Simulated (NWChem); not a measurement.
System: ZnOH, doublet; SMILES [OH][Zn]

NWChem input:

```
start job
memory heap 200 mb stack 900 mb global 1100 mb
geometry units angstroms noautosym nocenter noautoz
  Zn     0.038945    -0.384102     0.000000
  O     -0.134955     1.424579     0.000000
  H      0.723722     1.865575     0.000000
end
basis spherical
  Zn library def2-svp
  O library def2-svp
  H library def2-svp
end
dft
  odft
  mult 2
  xc xcamb88 1.00 lyp 0.81 vwn_5 0.19 hfexch 1.00
  cam 0.33 cam_alpha 0.19 cam_beta 0.46
  iterations 150
end
property
  efieldgrad
end
task dft property
```

Output (shortened):

```
             Northwest Computational Chemistry Package (NWChem) 7.3.0
             --------------------------------------------------------

                             Geometry "geometry" -> ""
                             -------------------------

 Output coordinates in angstroms (scale by  1.889725989 to convert to a.u.)

  No.       Tag          Charge          X              Y              Z
 ---- ---------------- ---------- -------------- -------------- --------------
    1 Zn                  30.0000     0.03894500    -0.38410200     0.00000000
    2 O                    8.0000    -0.13495500     1.42457900     0.00000000
    3 H                    1.0000     0.72372200     1.86557500     0.00000000

 Effective nuclear repulsion energy (a.u.)      81.0324833659

                              NWChem Property Module
                              ----------------------

  itol2e modified to match energy
  convergence criterion.

                                 NWChem DFT Module
                                 -----------------

 Summary of "ao basis" -> "ao basis" (spherical)
 ------------------------------------------------------------------------------
       Tag                 Description            Shells   Functions and Types
 ---------------- ------------------------------  ------  ---------------------
 Zn                         def2-svp                11       31   5s3p2d1f
 O                          def2-svp                 6       14   3s2p1d
 H                          def2-svp                 3        5   2s1p

  itol2e modified to match energy
  convergence criterion.

            General Information
            -------------------
          SCF calculation type: DFT
          Wavefunction type:  spin polarized.
          No. of atoms     :     3
          No. of electrons :    39
           Alpha electrons :    20
            Beta electrons :    19
          Charge           :     0
          Spin multiplicity:     2
          Use of symmetry is: off; symmetry adaption is: off
          Maximum number of iterations: 150
          AO basis - number of functions:    50
                     number of shells:    20
          Convergence on energy requested:  1.00D-07
          Convergence on density requested:  1.00D-05
          Convergence on gradient requested:  5.00D-04

              XC Information
              --------------
                     Hartree-Fock (Exact) Exchange  1.000
                   CAM-Becke88 Exchange Functional  1.000
                      VWN V Correlation Functional  0.190 local
              Lee-Yang-Parr Correlation Functional  0.810

           Range-Separation Parameters
           ---------------------------
           Alpha           :  0.19
           Beta            :  0.46
           Gamma           :  0.33
           Short-Range HF  :     F

             Grid Information
             ----------------
          Grid used for XC integration:  fine
          Radial quadrature: Mura-Knowles
          Angular quadrature: Lebedev.
          Tag              B.-S. Rad. Rad. Pts. Rad. Cut. Ang. Pts.
          ---              ---------- --------- --------- ---------
          Zn                  1.35      140           9.0       974
          O                   0.60       70           8.0       590
          H                   0.35       60          10.0       590
          Grid pruning is: on
          Number of quadrature shells:   270
          Spatial weights used:  Erf1

      Superposition of Atomic Density Guess
      -------------------------------------

 Sum of atomic energies:       -1852.75191280

      Non-variational initial energy
      ------------------------------

 Total energy =   -1852.905381
 1-e energy   =   -2748.980328
 2-e energy   =     815.042463
 HOMO         =      -0.194914
 LUMO         =       0.127891

   convergence    iter        energy       DeltaE   RMS-Dens  Diis-err
 ---------------- ----- ----------------- --------- --------- ---------
 d= 0,ls=0.0,diis     1  -1854.8537464885 -1.94D+03  1.55D-02  1.80D-01
                                                     1.51D-02  1.75D-01
 d= 0,ls=0.0,diis     2  -1854.7333065885  1.20D-01  7.63D-03  5.44D-01
                                                     8.80D-03  5.04D-01
 d= 0,ls=0.0,diis     3  -1854.9489583572 -2.16D-01  1.61D-03  3.02D-03
                                                     1.00D-03  3.35D-03
 d= 0,ls=0.0,diis     4  -1854.9501925744 -1.23D-03  5.80D-04  1.53D-03
                                                     4.16D-04  1.43D-03
 d= 0,ls=0.0,diis     5  -1854.9507181323 -5.26D-04  3.73D-04  6.43D-05
                                                     2.10D-04  7.39D-05
  Resetting Diis
 d= 0,ls=0.0,diis     6  -1854.9507843122 -6.62D-05  1.35D-04  4.35D-06
                                                     9.33D-05  4.62D-06
 d= 0,ls=0.0,diis     7  -1854.9507928425 -8.53D-06  2.93D-05  7.31D-07
                                                     2.39D-05  4.86D-07
 d= 0,ls=0.0,diis     8  -1854.9507935977 -7.55D-07  6.14D-06  3.29D-07
                                                     1.70D-05  6.82D-07
 d= 0,ls=0.0,diis     9  -1854.9507939258 -3.28D-07  1.75D-05  1.71D-07
                                                     2.21D-05  9.02D-08
 d= 0,ls=0.0,diis    10  -1854.9507941921 -2.66D-07  5.29D-06  9.42D-09
                                                     7.44D-06  5.94D-09
 d= 0,ls=0.0,diis    11  -1854.9507942147 -2.26D-08  1.33D-06  8.24D-10
                                                     2.04D-06  9.56D-10

         Total DFT energy =    -1854.950794214676
      One electron energy =    -2748.388042358122
           Coulomb energy =      892.626014361243
    Exchange-Corr. energy =      -80.221249583671
 Nuclear repulsion energy =       81.032483365874

 Numeric. integr. density =       38.999999968591

                    DFT Final Alpha Molecular Orbital Analysis
                    ------------------------------------------

 Vector   18  Occ=1.000000D+00  E=-3.724349D-01
              MO Center= -5.7D-02,  1.1D+00,  2.7D-10, r^2= 1.4D+00
   Bfn.  Coefficient  Atom+Function         Bfn.  Coefficient  Atom+Function
  ----- ------------  ---------------      ----- ------------  ---------------
     4      0.437986  1 Zn s                 35      0.376167  2 O  px
    36     -0.373633  2 O  py                38      0.272096  2 O  px
    39     -0.265984  2 O  py                 3     -0.218432  1 Zn s
    34     -0.213597  2 O  s                 33     -0.131674  2 O  s
    19      0.130224  1 Zn d  2              46      0.091043  3 H  s

 Vector   19  Occ=1.000000D+00  E=-3.277191D-01
              MO Center= -1.1D-01,  1.3D+00,  1.5D-09, r^2= 8.2D-01
   Bfn.  Coefficient  Atom+Function         Bfn.  Coefficient  Atom+Function
  ----- ------------  ---------------      ----- ------------  ---------------
    37      0.611092  2 O  pz                40      0.476700  2 O  pz
    14      0.155357  1 Zn pz                16     -0.143506  1 Zn d -1
    11     -0.058530  1 Zn pz                21     -0.034455  1 Zn d -1
    50      0.028932  3 H  pz

 Vector   20  Occ=1.000000D+00  E=-2.572841D-01
              MO Center=  2.6D-02, -6.3D-01, -4.3D-10, r^2= 2.8D+00
   Bfn.  Coefficient  Atom+Function         Bfn.  Coefficient  Atom+Function
  ----- ------------  ---------------      ----- ------------  ---------------
     4      0.614478  1 Zn s                 13     -0.383518  1 Zn py
     5      0.329411  1 Zn s                  3     -0.300024  1 Zn s
    36      0.268355  2 O  py                39      0.175012  2 O  py
    10      0.137257  1 Zn py                35     -0.098734  2 O  px
    19     -0.096292  1 Zn d  2              38     -0.068068  2 O  px

 Vector   21  Occ=0.000000D+00  E= 9.007723D-02
              MO Center=  1.2D-01, -2.8D-01, -4.3D-12, r^2= 2.5D+00
   Bfn.  Coefficient  Atom+Function         Bfn.  Coefficient  Atom+Function
  ----- ------------  ---------------      ----- ------------  ---------------
    12      0.997313  1 Zn px                 9     -0.268001  1 Zn px
    47      0.229438  3 H  s                 38     -0.186684  2 O  px
    13      0.162643  1 Zn py                35     -0.149825  2 O  px
     5      0.137615  1 Zn s                  4     -0.130901  1 Zn s
    34     -0.129594  2 O  s                  6      0.085790  1 Zn px

 Vector   22  Occ=0.000000D+00  E= 1.009815D-01
              MO Center=  3.7D-02, -3.5D-01, -1.7D-09, r^2= 2.3D+00
   Bfn.  Coefficient  Atom+Function         Bfn.  Coefficient  Atom+Function
  ----- ------------  ---------------      ----- ------------  ---------------
    14      1.042949  1 Zn pz                11     -0.276609  1 Zn pz
    40     -0.191937  2 O  pz                37     -0.180685  2 O  pz
     8      0.088482  1 Zn pz                16      0.048259  1 Zn d -1

 Vector   23  Occ=0.000000D+00  E= 1.104334D-01
              MO Center=  2.6D-01,  2.9D-01,  6.0D-10, r^2= 7.1D+00
   Bfn.  Coefficient  Atom+Function         Bfn.  Coefficient  Atom+Function
  ----- ------------  ---------------      ----- ------------  ---------------
     5      1.386332  1 Zn s                  4     -1.244162  1 Zn s
    34     -0.548853  2 O  s                 47      0.503257  3 H  s
    13      0.380769  1 Zn py                12     -0.254962  1 Zn px
     3      0.224428  1 Zn s                 38     -0.129968  2 O  px
    10     -0.097986  1 Zn py                36     -0.089742  2 O  py

                     DFT Final Beta Molecular Orbital Analysis
                     -----------------------------------------

 Vector   17  Occ=1.000000D+00  E=-4.630387D-01
              MO Center= -6.2D-02,  9.7D-01,  1.5D-10, r^2= 1.4D+00
   Bfn.  Coefficient  Atom+Function         Bfn.  Coefficient  Atom+Function
  ----- ------------  ---------------      ----- ------------  ---------------
    35      0.366950  2 O  px                46      0.321858  3 H  s
     4     -0.252763  1 Zn s                 15     -0.251887  1 Zn d -2
    36      0.252038  2 O  py                19     -0.250322  1 Zn d  2
    34     -0.219787  2 O  s                 38      0.187446  2 O  px
    17     -0.162636  1 Zn d  0              33     -0.148852  2 O  s

 Vector   18  Occ=1.000000D+00  E=-3.439973D-01
              MO Center= -4.3D-02,  1.1D+00,  7.4D-10, r^2= 1.4D+00
   Bfn.  Coefficient  Atom+Function         Bfn.  Coefficient  Atom+Function
  ----- ------------  ---------------      ----- ------------  ---------------
     4      0.464077  1 Zn s                 36     -0.389066  2 O  py
    35      0.338803  2 O  px                39     -0.274997  2 O  py
    38      0.258696  2 O  px                 3     -0.230356  1 Zn s
    34     -0.219267  2 O  s                 33     -0.129599  2 O  s
    19      0.113166  1 Zn d  2              13      0.110896  1 Zn py

 Vector   19  Occ=1.000000D+00  E=-3.226019D-01
              MO Center= -1.1D-01,  1.3D+00, -3.0D-09, r^2= 8.1D-01
   Bfn.  Coefficient  Atom+Function         Bfn.  Coefficient  Atom+Function
  ----- ------------  ---------------      ----- ------------  ---------------
    37      0.609431  2 O  pz                40      0.481589  2 O  pz
    16     -0.147572  1 Zn d -1              14      0.144628  1 Zn pz
    11     -0.055625  1 Zn pz                21     -0.033390  1 Zn d -1
    50      0.029154  3 H  pz

 Vector   20  Occ=0.000000D+00  E=-7.172479D-02
              MO Center=  3.1D-02, -6.0D-01,  1.5D-09, r^2= 3.6D+00
   Bfn.  Coefficient  Atom+Function         Bfn.  Coefficient  Atom+Function
  ----- ------------  ---------------      ----- ------------  ---------------
     5      0.621534  1 Zn s                  4      0.366726  1 Zn s
    13     -0.287847  1 Zn py                 3     -0.253370  1 Zn s
    36      0.243783  2 O  py                39      0.178574  2 O  py
    34     -0.130779  2 O  s                 19     -0.119944  1 Zn d  2
    10      0.114931  1 Zn py                35     -0.091765  2 O  px

 Vector   21  Occ=0.000000D+00  E= 1.123293D-01
              MO Center=  1.3D-01, -1.4D-01, -3.0D-11, r^2= 2.9D+00
   Bfn.  Coefficient  Atom+Function         Bfn.  Coefficient  Atom+Function
  ----- ------------  ---------------      ----- ------------  ---------------
    12      0.938149  1 Zn px                47      0.395956  3 H  s
     4     -0.294662  1 Zn s                  9     -0.252326  1 Zn px
     5      0.235859  1 Zn s                 34     -0.232272  2 O  s
    38     -0.220799  2 O  px                13      0.198959  1 Zn py
    35     -0.171678  2 O  px                 6      0.080743  1 Zn px

[...]

          -----------------------
          Electric field gradient
          -----------------------

 1 a.u. = 0.324123 10**(16) esu/cm**3  ( or statvolts/cm**2 ) = 0.97174 10**(22) v/m**2

 ------------------------------------------------------------
   Atom      X         Y         Z
 ------------------------------------------------------------
    1 Zn   0.07360  -0.72585   0.00000
 ------------------------------------------------------------

 Electric field gradient in molecular frame (a.u.)
         XX             YY             ZZ             XY             XZ             YZ
 ------------------------------------------------------------------------------------------
       -0.719331       1.127410      -0.408079      -0.085986       0.000000       0.000000

 Principal components (a.u.) and orientation
 of principal axis w.r.t. absolute frame                      Asymmetry parameter eta
 --------------------------------------------------------------------------------------
        1.131405      -0.723326      -0.408079                       0.278633

       -0.046410       0.998922       0.000000
        0.998922       0.046410      -0.000000
        0.000000      -0.000000       1.000000

 ------------------------------------------------------------
   Atom      X         Y         Z
 ------------------------------------------------------------
    2 O   -0.25503   2.69206   0.00000
 ------------------------------------------------------------

 Electric field gradient in molecular frame (a.u.)
         XX             YY             ZZ             XY             XZ             YZ
 ------------------------------------------------------------------------------------------
       -0.751503      -0.584034       1.335537      -0.695703       0.000000      -0.000000

 Principal components (a.u.) and orientation
 of principal axis w.r.t. absolute frame                      Asymmetry parameter eta
 --------------------------------------------------------------------------------------
       -1.368492       1.335537       0.032956                       0.951837

        0.748163       0.000000      -0.663515
        0.663515      -0.000000       0.748163
        0.000000       1.000000       0.000000

 ------------------------------------------------------------
   Atom      X         Y         Z
 ------------------------------------------------------------
    3 H    1.36764   3.52543   0.00000
 ------------------------------------------------------------

 Electric field gradient in molecular frame (a.u.)
         XX             YY             ZZ             XY             XZ             YZ
 ------------------------------------------------------------------------------------------
       -0.327278       0.070374       0.256903      -0.289036       0.000000      -0.000000

 Principal components (a.u.) and orientation
 of principal axis w.r.t. absolute frame                      Asymmetry parameter eta
 --------------------------------------------------------------------------------------
       -0.479270       0.256903       0.222367                       0.072061

        0.885084       0.000000      -0.465431
        0.465431      -0.000000       0.885084
       -0.000000       1.000000       0.000000
```

Level: CAM-B3LYP/def2-SVP, spin-unrestricted. In the optimisation the excess spin sits in a' (Cs, its own frame). Geometry: optimised at PBE0/def2-SVP, spin-unrestricted. This spin state was assumed; another may lie lower. No stability test was run on the SCF state. NWChem prints the field gradient with the sign opposite to the second derivative of the potential.
